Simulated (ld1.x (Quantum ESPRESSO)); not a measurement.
# What one change does to a pseudopotential (Pb (Z = 82), TM)

- Element: Pb (Z = 82)
- Generator: ld1.x (Quantum ESPRESSO) 7.5
- Type: norm-conserving Troullier–Martins (Kleinman–Bylander form)
- Functional: LDA (PZ)
- Relativity: scalar-relativistic
- Frozen core: [Xe] 4f14 5d10
- Valence charge: 4
- Reference configuration: 6s2 6p2
- Partial waves: 6s (bound): rc 2.10 bohr; 6p (bound): rc 2.25 bohr; 6d channel at 0.05 Ry: rc 2.10 bohr
- Local potential: the d channel
- Core correction: none

Change: wave 6d channel at 0.05 Ry: rc 2.10 bohr becomes 6d channel at 0.05 Ry: rc 2.72 bohr.

Cutoffs: the cutoffs (Ry, on a coarse ladder) from which the occupation-weighted sum of valence levels, in a spherical-Bessel basis at the reference potential, stays within 10 and 1 mRy of its value at 400 Ry; they do not see the model core or the augmentation charge, which bear on the density cutoff. Errors are all-electron minus pseudo energies relative to the spin-unpolarised reference configuration.

**Question.** What does the change do?

**Answer.** The potential gets softer (25 Ry and 40 Ry → 15 Ry and 35 Ry); both files keep a bound ghost (p, s); the number of tests that count goes from 9 to 8; of the 8 tests that both files solve, the error grows in 2 and shrinks in 2 by more than 15 % and 0.3 meV (median size 29.6 → 28.1 meV). A larger radius leaves more room for a smooth pseudo-wave, so fewer plane waves are needed.

```tsv
quantity	base	changed
cutoff, loose	25 Ry	15 Ry
cutoff, tight	40 Ry	35 Ry
loose cutoff by channel (10 mRy a level)	s 21 Ry, p 8 Ry	s 10 Ry, p 10 Ry
bound ghosts	s, p	s, p
tests counted (converged, no solver errors)	9 of 9	8 of 9
error for 6s2 6p1, meV [ΔE 6.83 eV]	+5.1	+3.7
error for 6s2 6p0, meV [ΔE 20.59 eV]	+55	+65
error for 6s1 6p3, meV [ΔE 8.82 eV]	+16	+14
error for 6s2 6p1.5, meV [ΔE 2.61 eV]	+0.5	-0.1
error for 6s1 6p2, meV [ΔE 16.43 eV]	+3.6	-6.3
error for 6s0 6p4, meV [ΔE 18.03 eV]	+96	+87
error for 6s2 6p2 (spin-polarised), meV [ΔE -0.45 eV]	+89	+89
error for 6s2 6p1 (spin-polarised), meV [ΔE 6.69 eV]	+43	+42
```

Changed file: Tests not counted: 6s1 6p0 (solver errors, printed error -2.4 eV). A true bound ghost makes a file unfit for plane-wave use even where its test errors are small: the radial tests pick states by their node count and pass the ghost by. Where a test does run into it, the solver fails or the error is huge.
